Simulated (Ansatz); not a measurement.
Ligands exchanged one at a time, Al OH-H. Gas-phase values, no solvent. One relaxed conformer stands for each flexible species; it need not be the lowest. Strings in code marks are SMILES.

Quantity: vertical ionisation energy (energy after one electron is removed minus that of the parent at the parent's geometry), in eV.

A: `[OH][Al]([OH])[OH]`
B: `[AlH3]`
C: `[OH][AlH2]`

Task: Rank these by vertical ionisation energy (energy after one electron is removed minus that of the parent at the parent's geometry) (lowest first), as frozen-core CCSD(T)/cc-pVTZ // CAM-B3LYP-D3(BJ)/def2-TZVP (Ansatz, a quantum-chemistry and plane-wave program) gives it.

Result: C (11.20 eV), B (11.43 eV), A (12.01 eV)
